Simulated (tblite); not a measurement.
C3H11AlN2.
Structure used (GFN2-xTB), in Å, numbered top down from 1:
```
atom  x, y, z in Å
N1     1.9352   -0.5852    0.8305
C2     1.1865    0.4570    0.1305
C3     0.4722   -0.1491   -1.1166
Al4   -1.1762    0.7630   -0.4281
N5    -2.1891   -0.8904    0.3192
C6     0.1101    1.0662    1.0806
H7     2.6479   -0.9665    0.2140
H8     2.4145   -0.1826    1.6317
H9     1.8437    1.2752   -0.2132
H10    1.0405    0.0736   -2.0222
H11    0.4911   -1.2432   -1.0192
H12   -2.3397    1.5604   -1.0607
H13   -1.4125   -1.4049    0.7330
H14   -2.6295   -1.4828   -0.3802
H15   -2.8669   -0.6903    1.0502
H16    0.4620    2.0159    1.4892
H17    0.0033    0.3960    1.9446
```

Computed with GFN2-xTB (tblite): harmonic, unscaled wavenumbers at the GFN2-xTB geometry, gas phase. This tight-binding method is rough: wavenumbers can miss measured ones by several per cent, in bad cases by 10 to 20. Modes of hydrogen on aluminium can be 10 to 20 % off. One conformer, not necessarily the lowest. The optimisation stopped once no atom felt more than 0.01 eV/Å.

Lowest wavenumbers of the output (negative numbers stand for imaginary wavenumbers):
```
mode    cm-1
  1     -54.4
  2     116.6
  3     143.0
  4     172.6
  5     296.2
  6     319.5
  7     324.4
  8     332.3
  9     350.8
 10     371.6
```

Q: Is this structure a minimum?

A: Not by this Hessian. 1 mode is imaginary beyond 20i (54i cm⁻¹), so at this level the point lies at or near a first-order saddle. The curvature is small, so loose convergence or finite differences may be the whole cause.

Q: Which atoms move in the imaginary mode?

A: 54i: N1 (primary amine nitrogen) 33 %, N5 (nitrogen bonded to Al and 3 H) 24 %. These are shares of the mass-weighted motion.

Q: What is the remedy?

A: Step along that mode in both directions, optimise again with tighter thresholds and repeat the frequencies. The zero-point energy of this point (86.1 kcal/mol) counts the 44 real modes alone, and thermal corrections from it aren't those of a minimum.
